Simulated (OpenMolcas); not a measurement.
Multiconfigurational calculation on La⁺

Input:

```
&GATEWAY
Coord
1

La 0.0 0.0 0.0
Basis=ANO-R1
Group=XYZ
NoMove
AngMom=0.0 0.0 0.0
AMFI
&SEWARD
* reference wave functions (RASSCF and RASSI steps not shown): 2 electrons in 6 orbitals (5d 6s)
>>> COPY JOB001 $Project.JobIph
&CASPT2
Multistate=15 1 2 3 4 5 6 7 8 9 10 11 12 13 14 15
NoMult
Frozen=14 9
IPEA=0.0
MaxIter=60
WThr=0.0 0.3 0.05
PrWF=0.5
NoMix
>>> COPY JOB002 $Project.JobIph
&CASPT2
Multistate=21 1 2 3 4 5 6 7 8 9 10 11 12 13 14 15 16 17 18 19 20 21
NoMult
Frozen=14 9
IPEA=0.0
MaxIter=60
WThr=0.0 0.3 0.05
PrWF=0.5
NoMix
```

Launched by
```bash
OMP_NUM_THREADS=1 MOLCAS_MEM=2252 MOLCAS_PROJECT=a pymolcas a.inp > a.log  # once for each step of the input, in one work folder
```

Output, cut to the results:

```
--- CASPT2 ---
Orbital specifications:
      -----------------------

      Symmetry species                           1   2
                                                ag  au
      Frozen orbitals                           14   9
      Inactive orbitals                          1   3
      Active orbitals                            6   0
      Secondary orbitals                         6  10
      Deleted orbitals                           0   0
      Number of basis functions                 27  22
Type of calculation                        SS-CASPT2
      Fock operator                              state-specific
      IPEA shift                                 0.00
      Real shift                                 0.00
      Imaginary shift                            0.00
      The input orbitals will be transformed to quasi-canonical
Reference energy:       -8489.1362674669
      E2 (Non-variational):      -0.1676078484
      E2 (Variational):          -0.1676078433
      Total energy:           -8489.3038753102
      Residual norm:              0.0000000670
      Reference weight:           0.93655
      Contributions to the CASPT2 correlation energy
      Active & Virtual Only:         -0.0033661362
      One Inactive Excited:          -0.0550989074
      Two Inactive Excited:          -0.1091428048
Reference energy:       -8489.1362674669
      E2 (Non-variational):      -0.1691364206
      E2 (Variational):          -0.1691364147
      Total energy:           -8489.3054038816
      Residual norm:              0.0000000764
      Reference weight:           0.93514
      Contributions to the CASPT2 correlation energy
      Active & Virtual Only:         -0.0035502844
      One Inactive Excited:          -0.0560288236
      Two Inactive Excited:          -0.1095573125
::    CASPT2 Root  1     Total energy:  -8489.30387531
::    CASPT2 Root  2     Total energy:  -8489.30540388
::    CASPT2 Root  3     Total energy:  -8489.30509405
::    CASPT2 Root  4     Total energy:  -8489.30468201
::    CASPT2 Root  5     Total energy:  -8489.30363213
::    CASPT2 Root  6     Total energy:  -8489.30471054
::    CASPT2 Root  7     Total energy:  -8489.30381328
::    CASPT2 Root  8     Total energy:  -8489.29671314
::    CASPT2 Root  9     Total energy:  -8489.29671213
::    CASPT2 Root 10     Total energy:  -8489.29671196
::    CASPT2 Root 11     Total energy:  -8489.29671181
::    CASPT2 Root 12     Total energy:  -8489.29671186
::    CASPT2 Root 13     Total energy:  -8489.28165682
::    CASPT2 Root 14     Total energy:  -8489.28165682
::    CASPT2 Root 15     Total energy:  -8489.28165682
--- CASPT2 ---
Orbital specifications:
      -----------------------

      Symmetry species                           1   2
                                                ag  au
      Frozen orbitals                           14   9
      Inactive orbitals                          1   3
      Active orbitals                            6   0
      Secondary orbitals                         6  10
      Deleted orbitals                           0   0
      Number of basis functions                 27  22
Type of calculation                        SS-CASPT2
      Fock operator                              state-specific
      IPEA shift                                 0.00
      Real shift                                 0.00
      Imaginary shift                            0.00
      The input orbitals will be transformed to quasi-canonical
Reference energy:       -8489.1334053060
      E2 (Non-variational):      -0.1714274423
      E2 (Variational):          -0.1714274078
      Total energy:           -8489.3048327138
      Residual norm:              0.0000006445
      Reference weight:           0.93252
      Contributions to the CASPT2 correlation energy
      Active & Virtual Only:         -0.0057373959
      One Inactive Excited:          -0.0516592779
      Two Inactive Excited:          -0.1140307685
Reference energy:       -8489.1334053060
      E2 (Non-variational):      -0.1714256435
      E2 (Variational):          -0.1714256108
      Total energy:           -8489.3048309168
      Residual norm:              0.0000006257
      Reference weight:           0.93252
      Contributions to the CASPT2 correlation energy
      Active & Virtual Only:         -0.0057378898
      One Inactive Excited:          -0.0516554797
      Two Inactive Excited:          -0.1140322740
::    CASPT2 Root  1     Total energy:  -8489.30483271
::    CASPT2 Root  2     Total energy:  -8489.30483092
::    CASPT2 Root  3     Total energy:  -8489.30483427
::    CASPT2 Root  4     Total energy:  -8489.30483189
::    CASPT2 Root  5     Total energy:  -8489.30483486
::    CASPT2 Root  6     Total energy:  -8489.27003068
::    CASPT2 Root  7     Total energy:  -8489.27009818
::    CASPT2 Root  8     Total energy:  -8489.27060192
::    CASPT2 Root  9     Total energy:  -8489.26978041
::    CASPT2 Root 10     Total energy:  -8489.27062112
::    CASPT2 Root 11     Total energy:  -8489.26969245
::    CASPT2 Root 12     Total energy:  -8489.26999139
::    CASPT2 Root 13     Total energy:  -8489.27026669
::    CASPT2 Root 14     Total energy:  -8489.27057705
::    CASPT2 Root 15     Total energy:  -8489.27306289
::    CASPT2 Root 16     Total energy:  -8489.25817921
::    CASPT2 Root 17     Total energy:  -8489.25817718
::    CASPT2 Root 18     Total energy:  -8489.25817975
::    CASPT2 Root 19     Total energy:  -8489.25817557
::    CASPT2 Root 20     Total energy:  -8489.25817359
::    CASPT2 Root 21     Total energy:  -8489.22188261
```

Levels above the lowest, from the spin-orbit matrix with the single-state CASPT2 energies, averaged by term, on its diagonal:

```
Configuration  Term  J  E (cm-1)  Measured (cm-1)      g  Term weight %
          5d2    3F  2       0.0              0.0  0.740             78
          5d2    3F  3      1151             1016  1.084            100
          5d2    1D  2      1486                   0.946             71
          5d2    3F  4      2170             1971  1.249             99
        5d 6s    3D  1      2320             1895  0.499            100
        5d 6s    3D  2      2930             2592  1.153             92
        5d 6s    3D  3      3650             3250  1.334            100
          5d2    3P  0      5650             5250                    94
          5d2    3P  1      6160             5718  1.501            100
          5d2    3P  2      6710             6227  1.490             98
          6s2    1S  0      8460             7395                    95
          5d2    1G  4      8980             7473  1.002             99
        5d 6s    1D  2     11680                   1.005             99
          5d2    1S  0     19630                                     99
```

Against the 10 measured excited levels shown (NIST Handbook of Basic Atomic Spectroscopic Data) the mean absolute deviation is 540 cm-1; the largest miss in energy is 5d2 1G4: computed 8980, measured 7473 cm-1 (+20.2 %).

Term energies are means over components that CASPT2 splits; among the terms shown or strongly mixed into the levels shown the widest spread is 390 cm-1 (5d2 3F). Some levels mix across a computed gap that differs much from the measured one, so their mixing is not that of the real levels. Terms from blocks run as CI alone lack orbitals of their own. Configurations are named by rounded mean occupations; where the s occupation lies near a half they are strongly mixed, a name can repeat and a true partner stay unpaired. A single d shell beside an s shell can misplace configurations of different d count against each other. The CASPT2 spread within a term exceeds the gap to the next term for 5d2 1D and 5d2 3F, so the order of their levels is uncertain, and so are names and mixing where such terms share a J. Some terms miss by over 15 % even with CASPT2, which points to a basis or an active space too small for the shells correlated. Computed and measured levels are paired by configuration, term and J; levels that our copy of the source lacks, or whose pairing is in doubt (as where it misses far off the trend of its configuration), stay unpaired and out of the deviations. Levels of configurations outside the active space are missing.

The term weight is that of the spin-free term in the level, not the purity of its configuration.
